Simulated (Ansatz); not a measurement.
Cost and result up the ladder for the cluster Cs₃Br₂ (the lowest doublet isomer of a short search) (5 atoms). The state is a doublet with charge 0. Geometry: PBE0-D4/def2-SVP.

```xyz
5

Cs   -0.417    2.102   -1.695
Cs    1.287   -2.286   -0.765
Cs   -0.899    0.191    2.543
Br   -1.850   -0.854   -0.638
Br    1.879    0.847    0.556
```

Ansatz on 4 threads of AMD EPYC 7B13 on a shared host. Times are rough, and most runs start from the orbitals of an earlier one. ωB97M-V/def2-TZVP serves as the yardstick here, not as an exact answer. Differences are given only for rows in sets of like size (and for xTB, whose basis is part of the method), since another set adds its own error. Binding counts from free atoms at the same level (Cs doublet, Br doublet; other spins of the atoms weren't run), without zero-point energy or a counterpoise term.

In the def2 sets Cs takes a core potential; there is no spin–orbit coupling. B3LYP takes the VWN-RPA correlation. Correlated methods freeze 18 core orbitals; core or outer-core shells of Cs, Br are correlated, in sets that lack core-valence functions. The rows differ in basis, and correlated rows in double-zeta sets carry the largest basis error. The structure comes from a short search, and lower isomers may exist.

Correlated methods converge slowly with the basis, most of all in double-zeta sets.

| level | functions | wall time |
| --- | --- | --- |
| PBE-D4/def2-SVP | 136 | 4.5 s |
| revPBE-D4/def2-TZVP | 183 | 6 s |
| PBE0-D4/def2-SVP | 136 | 6.5 s |
| MP2/def2-TZVP | 183 | 6.5 s |
| PBE-D4/def2-TZVP (with forces) | 183 | 7 s |
| B3LYP-D4/def2-TZVP | 183 | 8.5 s |
| PBE0-D4/def2-TZVP | 183 | 10 s |
| r2SCAN-D4/def2-TZVP | 183 | 15 s |
| ωB97M-V/def2-TZVP | 183 | 36 s |
| CCSD(T)/def2-SVP | 136 | 2.3 min |

(1) Estimate what each level gives for the binding energy per atom (eV).

Answers

(1) 
```json
{"level": "PBE-D4/def2-SVP", "binding energy per atom (eV)": "2.05", "difference from ωB97M-V/def2-TZVP (eV)": "–"}
{"level": "revPBE-D4/def2-TZVP", "binding energy per atom (eV)": "1.96", "difference from ωB97M-V/def2-TZVP (eV)": "-0.12"}
{"level": "PBE0-D4/def2-SVP", "binding energy per atom (eV)": "2.05", "difference from ωB97M-V/def2-TZVP (eV)": "–"}
{"level": "MP2/def2-TZVP", "binding energy per atom (eV)": "2.02", "difference from ωB97M-V/def2-TZVP (eV)": "-0.06"}
{"level": "PBE-D4/def2-TZVP (with forces)", "binding energy per atom (eV)": "2.05", "difference from ωB97M-V/def2-TZVP (eV)": "-0.03"}
{"level": "B3LYP-D4/def2-TZVP", "binding energy per atom (eV)": "1.99", "difference from ωB97M-V/def2-TZVP (eV)": "-0.08"}
{"level": "PBE0-D4/def2-TZVP", "binding energy per atom (eV)": "2.04", "difference from ωB97M-V/def2-TZVP (eV)": "-0.04"}
{"level": "r2SCAN-D4/def2-TZVP", "binding energy per atom (eV)": "2.10", "difference from ωB97M-V/def2-TZVP (eV)": "0.02"}
{"level": "ωB97M-V/def2-TZVP", "binding energy per atom (eV)": "2.08", "difference from ωB97M-V/def2-TZVP (eV)": "0.00"}
{"level": "CCSD(T)/def2-SVP", "binding energy per atom (eV)": "1.90", "difference from ωB97M-V/def2-TZVP (eV)": "–"}
```
